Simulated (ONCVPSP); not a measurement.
**Potentials for fluorine compared**

Generated with ld1.x 7.5 (TM, RRKJ, ultrasoft, PAW), atompaw 4.2 or ONCVPSP 4.0.1. The cutoff is in Ry: for ld1.x and atompaw files where the sum of valence levels is converged to 10 mRy in a Bessel basis, for ONCV files where the hardest occupied wave has 1 mHa per electron of residual kinetic energy. The error is the largest all-electron minus pseudo excitation energy over each file’s own four to seven test configurations (ionisations up to +4, promotions, holes and added fractions of an electron), all of which were solved. The labels leave out finer settings (local radius, basis sizes, second energies), which also bear on the numbers. Spin-polarised tests are not counted. The rows are a selection from randomly drawn settings: files with unsolved tests, undetermined cutoffs or missed reference levels are left out.

A true bound ghost makes a file unfit for plane-wave use even where its test errors are small: the radial tests pick states by their node count and pass the ghost by.

| potential | cutoff (Ry) | largest error (meV) | bound ghosts |
| --- | --- | --- | --- |
| ONCV, PBE, scalar-relativistic, rc 0.80/1.15/1.15 (spd), local smoothed, core correction yes, reference 2s2 2p5, qcut 8.3/12.3/8.1, projectors 1/2/2 | 130 | +397 | none |
| ONCV, PBEsol, scalar-relativistic, rc 0.75/1.60/1.70 (spd), local smoothed, core correction yes, reference 2s2 2p5, qcut 8.2/6.9/5.5, projectors 3/3/3 | 244 | +5932 | none |
| ONCV, PBE, scalar-relativistic, rc 0.65/1.70/1.50 (spd), local smoothed, core correction no, reference 2s2 2p4, qcut 11.8/7.1/5.4, projectors 2/2/1 | 114 | +1747 | none |
| ONCV, PBEsol, scalar-relativistic, rc 0.70/1.25/1.30 (spd), local s, core correction yes, reference 2s2 2p5, qcut 11.6/10.7/7.9, projectors 0/2/2 | 114 | +1361 | none |
| ONCV, PBEsol, scalar-relativistic, rc 0.55/1.85 (sp), local s, core correction yes, reference 2s2 2p5, qcut 12.5/8.4, projectors 0/2 | 118 | +2122 | none |
| ONCV, PBEsol, scalar-relativistic, rc 0.65/1.45 (sp), local s, core correction yes, reference 2s1 2p6, qcut 12.1/9.3, projectors 0/2 | 113 | +645 | none |
| ONCV, PBE, scalar-relativistic, rc 0.55/1.35/1.45 (spd), local smoothed, core correction yes, reference 2s2 2p4, qcut 11.5/12/7.1, projectors 2/2/3 | 274 | +376 | s |
| ONCV, PBEsol, scalar-relativistic, rc 0.60/1.10/0.85 (spd), local smoothed, core correction yes, reference 2s2 2p4, qcut 10.9/13.6/12.3, projectors 1/1/1 | 115 | +157 | none |

Q: Fill in the row for F: ONCV, LDA (Perdew-Wang 92), scalar-relativistic, rc 0.70/1.90/1.70 (spd), local smoothed, core correction no, reference 2s1 2p6, qcut 9.2/7.2/6.6, projectors 2/2/2.

A: cutoff 194 Ry, largest error +11048 meV, bound ghosts: none.
